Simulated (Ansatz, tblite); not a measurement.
Cost and result up the ladder for ZrTe2 (3 atoms). Total charge 0; singlet. Geometry: PBE-D4/def2-TZVP.

Cartesian coordinates in Å:
```
Zr -0.2793 -0.7748 -0.5633
Te -0.0784 -0.7791 1.9941
Te 0.3577 1.5539 -1.4308
```

Ansatz on 4 threads of Arm Neoverse V1 on a shared host; xTB runs through tblite on one thread. Times are rough, summed over both states, and most runs start from the orbitals of an earlier one. RPA@PBE/def2-TZVP serves as the yardstick here, not as an exact answer. The other state is a quintet at its own geometry.

In the def2 sets Te, Zr take a core potential; there is no spin–orbit coupling. The xTB rows come from tblite. HSE06 is defined as in plane-wave codes, on full-range PBE exchange. Correlated methods freeze 8 core orbitals; core or outer-core shells of Zr, Te are correlated, in sets that lack core-valence functions. HOMO above LUMO, or a gap near zero within one spin, warns that the state may not be the lowest or that an electron is smeared out. The structure comes from a short search, and lower isomers may exist.

Run but left out: HF/STO-3G (singlet: restricted singlet, unstable in another Hartree–Fock run and untested here); HF/def2-TZVP, MP2/def2-TZVP (singlet: restricted singlet, unstable towards broken spin symmetry).

Correlated methods converge slowly with the basis.

xTB has no spin-polarisation term.

```
                              level  functions  wall time  quintet − singlet (eV)  difference from RPA@PBE/def2-TZVP (eV)                                  remarks
                           GFN1-xTB         27    0.006 s                    2.20                                   -0.06                                        –
                           GFN2-xTB         27    0.006 s                    2.30                                    0.04                                        –
LDA (SPW92)/def2-TZVP (with forces)        140        5 s                    3.08                                    0.82  gap within one spin near zero (quintet)
                 HSE06-D4/def2-TZVP        140       13 s                    2.32                                    0.07                                        –
                  PBE0-D4/def2-TZVP        140       13 s                    2.30                                    0.05                                        –
                  RPA@PBE/def2-TZVP        140       13 s                    2.26                                    0.00                                        –
                r2SCAN-D4/def2-TZVP        140       23 s                    2.34                                    0.08                                        –
               r2SCANh-D4/def2-TZVP        140       25 s                    2.20                                   -0.06                                        –
```
